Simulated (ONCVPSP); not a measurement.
## carbon: what ONCVPSP 4.0.1 does with a changed input

Command:

```bash
oncvpspnr.x < C.dat > C.out
```

Input:

```
# ATOM AND REFERENCE CONFIGURATION
# atsym  z   nc   nv     iexc    psfile
  C 6.00    1    2  -001012      upf
#
#   n    l    f
    1    0    2.00
    2    0    2.00
    2    1    2.00
#
# PSEUDOPOTENTIAL AND OPTIMIZATION
# lmax
    1
#
#   l,   rc,      ep,       ncon, nbas, qcut
    0    1.00    0.00    4    9    6.40
    1    1.85    0.00    3    3    8.90
#
# LOCAL POTENTIAL
# lloc, lpopt,  rc(5),   dvloc0
    4    5    0.65   -1.00
#
# VANDERBILT-KLEINMAN-BYLANDER PROJECTORs
# l, nproj, debl
    0    2    2.50
    1    2    3.60
#
# MODEL CORE CHARGE
# icmod, fcfact, rcfact
    3    4.75    1.70
#
# LOG DERIVATIVE ANALYSIS
# epsh1, epsh2, depsh
   -2.00    5.00    0.02
#
# OUTPUT GRID
# rlmax, drl
    6.00    0.01
#
# TEST CONFIGURATIONS
# ncnf
    4
# nvcnf
#   n    l    f
    2
    2    0    2.00
    2    1    1.00
#
    2
    2    0    2.00
    2    1    0.00
#
    2
    2    0    1.00
    2    1    0.00
#
    2
    2    0    0.00
    2    1    4.00
#
```

This is an input that runs to its end, with one change: nbas of l = 1 set to 3.

Problem. How does the run end?

Solution. The program refuses the input: "test_data: must have ncon+3 <= nbas <= ncon+5, l= 1". (oncvpspnr.x prints a scalar-relativistic banner.)

```
ONCVPSP  (Optimized Norm-Conservinng Vanderbilt PSeudopotential)
scalar-relativistic version 4.0.1

test_data: must have ncon+3 <= nbas <= ncon+5, l=   1
 for nproj=2
ERROR: test_data found   1 ERROR; stopping
```
